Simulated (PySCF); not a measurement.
Rigid-rotor lines calculated for a species of formula C2H3ClSe (commonest isotopes; PBE0-D3(BJ)/def2-SVP geometry optimisation, gas phase in PySCF 2.14.0), labelled J(Ka,Kc):

```tsv
transition	MHz
2(0,2) ← 1(0,1)	4252.5
2(1,1) ← 1(1,0)	4263.8
1(1,1) ← 0(0,0)	24610.5
2(1,2) ← 1(1,1)	4241.1
1(0,1) ← 0(0,0)	2126.2
```

Find the rotational constants.

1(0,1) ← 0(0,0) is B + C, 2(1,1) ← 1(1,0) is 3B + C and 2(1,2) ← 1(1,1) is B + 3C, so B − C is half the difference of the last two, 11.3 MHz. 1(1,1) ← 0(0,0) is A + C. A = 23553.1, B = 1068.8, C = 1057.4 MHz.

What moments of inertia, asymmetry and inertial defect follow?

I = 505379 MHz·u·Å² over each constant: Ia = 21.46, Ib = 472.85, Ic = 477.93 u·Å²; κ = (2B − A − C)/(A − C) = -0.999 (near-prolate asymmetric top); Δ = Ic − Ia − Ib = -16.38 u·Å².

Which dipole components do these lines need?

μa and μb (a-type: ΔKa even, ΔKc odd; b-type: both odd). The calculation gives |μa| = 0.21 D, |μb| = 1.07 D, |μc| = 0.62 D.

Predict further lines from these constants: 3(3,1) ← 2(2,1); 3(2,1) ← 2(2,0); 3(2,2) ← 2(1,2); 2(2,0) ← 1(1,1); 3(2,2) ← 2(2,1); 1(1,0) ← 1(0,1); 2(1,2) ← 2(0,2); 3(1,2) ← 3(0,3); 3(3,1) ← 3(2,1); 3(2,1) ← 3(1,2); 3(2,1) ← 2(1,2); 3(3,1) ← 2(2,0).

```
     transition     MHz  type  branch
3(2,2) ← 2(2,1)    6379     a       R
3(2,1) ← 2(2,0)    6379     a       R
2(1,2) ← 2(0,2)   22473     c       Q
1(1,0) ← 1(0,1)   22496     b       Q
3(1,2) ← 3(0,3)   22524     b       Q
3(2,1) ← 3(1,2)   67436     b       Q
2(2,0) ← 1(1,1)   71728     b       R
3(2,2) ← 2(1,2)   73866     c       R
3(2,1) ← 2(1,2)   73866     b       R
3(3,1) ← 3(2,1)  112450     c       Q
3(3,1) ← 2(2,0)  118828     b       R
3(3,1) ← 2(2,1)  118828     c       R
```

Which structure gave them?

`ClCC=[Se]`, point group C1. Three constants can't fix a structure by themselves; this is the one that was computed:
```
atom  x, y, z in Å
Cl1   -1.372    0.721   -1.372
C2    -0.634    0.006    0.094
C3     0.837   -0.132   -0.071
Se4    2.020    0.297    1.144
H5    -0.890    0.631    0.959
H6    -1.087   -0.991    0.226
H7     1.156   -0.562   -1.032
```

The values belong to one conformer (point group C1) with, in the numbering `[Cl:1][CH2:2][CH:3]=[Se:4]`, Cl1–C2–C3–Se4 135°. No PBE0-D3(BJ)/def2-SVP frequencies stand behind this structure, so it isn't proved a minimum. These are rigid-rotor constants of the computed structure; measured ground-state constants (B0) also hold zero-point vibration. Quadrupole hyperfine structure (35Cl) is left out.
